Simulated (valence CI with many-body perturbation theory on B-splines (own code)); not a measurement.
# La23+: fill in the table

Level of theory: relativistic CI+MBPT: six valence electrons over a frozen Dirac-Fock core [Ar] 3d10, radial functions for each j: 9 s, 9 p, 8 d, 6 f, 3 g, 1 h, with the one-electron correlation potential Σ1 (screened to all orders), the two-electron term Σ2, the three-electron term Σ3, Breit, model QED; selected single and double excitations, second order for the rest, scaled by the run's own slope (own B-spline code, finite nucleus).

No measured spectrum was set against this ion. As an estimate, levels hold to about 250 cm⁻¹ or 0.2 % of their energy and the worst to 1 %, as in measured heavy ions of charge 2 to 7; those with d or f electrons hold less well. Among the levels kept, up to 930 cm⁻¹ of a level comes from second order outside the variational space, and about a tenth of that is noise between levels of different J, which matters for small intervals.

| Level | E (cm⁻¹) |
| --- | --- |
| (4s^2 4p1/2^2 4p3/2^2) J=2 | 0 |
| (4s^2 4p1/2^2 4p3/2^2) J=0 | ? |
| (4s^2 4p1/2 4p3/2^3) J=1 | ? |
| (4s^2 4p1/2 4p3/2^3) J=2 | ? |
| (4s^2 4p3/2^4) J=0 | ? |
| (4s 4p1/2^2 4p3/2^3) J=2 | 632490 |
| (4s 4p1/2^2 4p3/2^3) J=1 | 680230 |
| (4s^2 4p1/2^2 4p3/2 4d3/2) J=2 | 756560 |
| (4s^2 4p1/2^2 4p3/2 4d3/2) J=0 | ? |
| (4s^2 4p1/2^2 4p3/2 4d3/2) J=3 | 767020 |
| (4s^2 4p1/2^2 4p3/2 4d3/2) J=1 | 784620 |
| (4s^2 4p1/2^2 4p3/2 4d5/2) J=4 | 796480 |
| (4s 4p1/2 4p3/2^4) J=0 | 805440 |
| (4s^2 4p1/2^2 4p3/2 4d5/2) J=2 | 821500 |
| (4s 4p1/2 4p3/2^4) J=1 | 846240 |
| (4s^2 4p1/2^2 4p3/2 4d5/2) J=3 | 855640 |
| (4s^2 4p1/2^2 4p3/2 4d5/2) J=1 | ? |
| (4s^2 4p1/2 4p3/2^2 4d3/2) J=2 [a] | 905210 |
| (4s^2 4p1/2 4p3/2^2 4d3/2) J=0 | 910230 |
| (4s^2 4p1/2 4p3/2^2 4d3/2) J=1 [a] | 918280 |

Levels are named by their leading jj configuration (3d3/2^4 stands for four electrons in 3d with j = 3/2), which in mixed levels can hold well under half, so a name can repeat and another be missing. Letters in brackets count levels of one name in rising energy.

Task: The levels stand in rising order. What does the calculation give for the missing energies?

Result: (4s^2 4p1/2^2 4p3/2^2) J=0 44210; (4s^2 4p1/2 4p3/2^3) J=1 167260; (4s^2 4p1/2 4p3/2^3) J=2 192410; (4s^2 4p3/2^4) J=0 380390; (4s^2 4p1/2^2 4p3/2 4d3/2) J=0 763190; (4s^2 4p1/2^2 4p3/2 4d5/2) J=1 883690.
